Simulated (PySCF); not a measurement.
Compound: C6H11NSi.
Geometry (GFN2-xTB, Å), atoms numbered from 1 in this order:
```xyz
19
C6H11NSi angstrom
N      2.1359    0.1521    2.3687
C      1.8630    0.2184    1.2583
C      1.4877    0.3037   -0.1193
C      0.9081   -1.0359   -0.5961
C     -0.3800   -1.4125    0.1340
C     -1.5671   -0.5214   -0.2267
C     -1.4107    0.9058    0.3010
Si     0.1861    1.7008   -0.3425
H      2.3923    0.5329   -0.6912
H      0.7142   -0.9729   -1.6702
H      1.6484   -1.8264   -0.4382
H     -0.2070   -1.3665    1.2125
H     -0.6291   -2.4468   -0.1166
H     -1.6848   -0.5009   -1.3135
H     -2.4761   -0.9628    0.1911
H     -1.3933    0.8775    1.3927
H     -2.2846    1.4938    0.0187
H      0.1094    1.9801   -1.7824
H      0.5779    2.8903    0.4121
```

Closed-shell single points with PySCF (density fitting; grid level 2 and gas phase unless stated) on one GFN2-xTB geometry.

**Question.** Rank these settings by the number of (spherical) basis functions, lowest first.
A. PBE0/6-31G, fitting basis def2-qzvpp-jkfit
B. PBE0/cc-pVDZ, level shift 0.2 Eh
C. PBE0/pcSseg-1, fitting basis def2-universal-jkfit
D. PBE0/def2-SVPD
E. BHandHLYP/MINI

**Answer.** E (55), A (98), B (171), C (198), D (252).

**Question.** Rank these settings by the LUMO energy, lowest first.
A. PBE0/def2-SVPD
B. PBE/pcseg-1, IEF-PCM tetrahydrofuran, start guess vsap
C. BHandHLYP/MINI
D. PBE0/6-31G, fitting basis def2-qzvpp-jkfit
E. PBE0/pcSseg-1, fitting basis def2-universal-jkfit

**Answer.** B (-0.31 eV), A (0.29 eV), E (0.52 eV), D (0.86 eV), C (0.99 eV).

All figures of these runs:

```json
{"settings": "PBE0/6-31G, fitting basis def2-qzvpp-jkfit", "basis functions": "98", "SCF cycles": "10", "E (Eh)": "-578.8988", "HOMO (eV)": "-8.02", "LUMO (eV)": "0.86", "dipole (D)": "3.98"}
{"settings": "PBE0/pcSseg-1, fitting basis def2-universal-jkfit", "basis functions": "198", "SCF cycles": "10", "E (Eh)": "-578.9843", "HOMO (eV)": "-8.19", "LUMO (eV)": "0.52", "dipole (D)": "4.07"}
{"settings": "PBE0/def2-SVPD", "basis functions": "252", "SCF cycles": "14", "E (Eh)": "-578.7461", "HOMO (eV)": "-8.17", "LUMO (eV)": "0.29", "dipole (D)": "4.15"}
{"settings": "BHandHLYP/MINI", "basis functions": "55", "SCF cycles": "12", "E (Eh)": "-575.3960", "HOMO (eV)": "-11.40", "LUMO (eV)": "0.99", "dipole (D)": "3.31"}
{"settings": "PBE0/cc-pVDZ, level shift 0.2 Eh", "basis functions": "171", "SCF cycles": "11", "E (Eh)": "-579.0427", "HOMO (eV)": "-8.00", "LUMO (eV)": "0.80", "dipole (D)": "3.85"}
{"settings": "PBE/pcseg-1, IEF-PCM tetrahydrofuran, start guess vsap", "basis functions": "171", "SCF cycles": "16", "E (Eh)": "-578.9037", "HOMO (eV)": "-6.76", "LUMO (eV)": "-0.31", "dipole (D)": "5.03"}
```

Cycle counts include a coarse-grid stage where the run had one. The structure is a single GFN2-xTB conformer; no vibrational corrections.
